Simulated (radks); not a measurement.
The numbers below are computed, except where a source is named.
Ionisation of In, [Kr] 4d10 5s2 5p1, to In+, [Kr] 4d10 5s2, under several functionals. Dirac Kohn-Sham, spin-unpolarised, spherical densities, finite nucleus; open shells fill j = l - 1/2 first; a radial shooting solver on a logarithmic mesh with Libxc functionals.

\begin{tabular}{lrrrrrr}
functional & E(In) (hartree) & Exc (hartree) & IE (eV) & -e(HOMO) (eV) & <r> HOMO (bohr) & IE error (eV) \\ \hline
exchange-only LDA & -5873.22327 & -149.92338 & 4.865 & 1.980 & 3.753 & -0.922 \\
RPBE & -5883.40202 & -160.25115 & 5.491 & 2.583 & 3.691 & -0.295 \\
revPBE & -5883.31057 & -160.15881 & 5.487 & 2.575 & 3.658 & -0.300 \\
LDA (Slater exchange, VWN5 correlation) & -5877.90894 & -154.68206 & 5.810 & 2.828 & 3.569 & +0.023 \\
exchange-only PBE & -5880.49877 & -157.29215 & 5.005 & 2.120 & 3.857 & -0.781 \\
\end{tabular}

NIST Atomic Spectra Database: 5.786 eV (measured). Closest: LDA (Slater exchange, VWN5 correlation). The Delta-SCF values span 0.95 eV, the total energies 10.18 hartree. The highest occupied level is 5p1/2. Spin polarisation and multiplet splitting are left out, so open shells lie too high by an amount that depends on their filling.

Beside tabulated values, note that spin-unpolarised runs miss the spin-polarisation part of the exchange energy of open shells.
